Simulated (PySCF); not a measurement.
Cartesian coordinates in Å; atom numbers follow the order of the lines, from 1:
```xyz
5

Cu    0.003    0.002    0.000
C     0.003    0.011    1.885
N    -0.003    0.015    3.053
C     0.000   -0.009   -1.885
N    -0.003   -0.019   -3.053
```

Total charge -1.

Geometry: PBE0-D3(BJ)/def2-SVP; GIAO absolute shieldings from PySCF 2.14.0 with density-fitted response routines, gas phase, non-relativistic, averaged over equivalent atoms.

At PBE0/pcSseg-1 (pcSseg-2 on Cu) (141 basis functions, 10 s wall time on 1 thread of an x86-64 server CPU, shared host):
```json
{"atoms": "Cu1", "σ (ppm)": "1218.8"}
{"atoms": "C2/C4", "σ (ppm)": "37.9"}
{"atoms": "N3/N5", "σ (ppm)": "-70.4"}
```

What do these become at PBE/pcSseg-1 (pcSseg-2 on Cu)?

Answers


| atoms | σ at PBE/pcSseg-1 (pcSseg-2 on Cu) | change |
| --- | --- | --- |
| Cu1 | 1090.8 | -128.0 |
| C2/C4 | 41.8 | +3.9 |
| N3/N5 | -62.0 | +8.4 |

The largest change is at Cu1 (Cu bonded to 2 C). Cost: 141 basis functions, 14 s wall time on 1 thread of an x86-64 server CPU, shared host.
